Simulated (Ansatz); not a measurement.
## A ladder of methods for SnH3F (SnFH3)

The species is SnH3F (5 atoms), meant as a singlet with charge 0. SMILES: `[H][Sn]([H])([H])[F]`. Geometry: a GFN2-xTB relaxation, a rough one for these elements and not checked as a minimum.

Each level gives the electronic atomisation energy (eV). The values are calculated. Electronic energies at fixed atoms, without zero-point motion or spin-orbit coupling.

```tsv
level	kind	program	value (eV)	less FCI/STO-3G	CPU time (all runs)
HF/STO-3G	Hartree–Fock	Ansatz	13.10	-1.75	1.2 s
PBE/STO-3G	GGA	Ansatz	17.95	+3.10	6.4 s
r2SCAN/STO-3G	meta-GGA	Ansatz	17.80	+2.95	23 s
BHLYP/STO-3G	global hybrid	Ansatz	16.99	+2.14	5.3 s
CAM-B3LYP/STO-3G	range-separated hybrid	Ansatz	17.93	+3.08	6 s
wB97M-V/STO-3G	range-separated hybrid	Ansatz	18.27	+3.42	57 s
B2PLYP/STO-3G	double hybrid	Ansatz	16.59	+1.74	7 s
CCSD/STO-3G	coupled cluster or CI	Ansatz	14.79	-0.06	1.6 s
FCI/STO-3G	exact in the basis	Ansatz	14.85	0.00	22 s
```

FCI/STO-3G is exact within its basis and frozen core, so for wave-function methods in that basis the difference is their error; functionals converge differently with the basis, so for them it is only a difference. All-electron rows without a relativistic Hamiltonian named are non-relativistic. The values span 13.10 to 18.27 eV. All rows use very small basis sets, so none should be taken for the real molecule's value. In the correlated wave-function rows the outer d shell of Sn is correlated, in sets not made for it. In so small a basis fixed costs decide the times, and correlated methods can beat functionals. CPU times are rough (shared hosts, several kinds of processor and program).
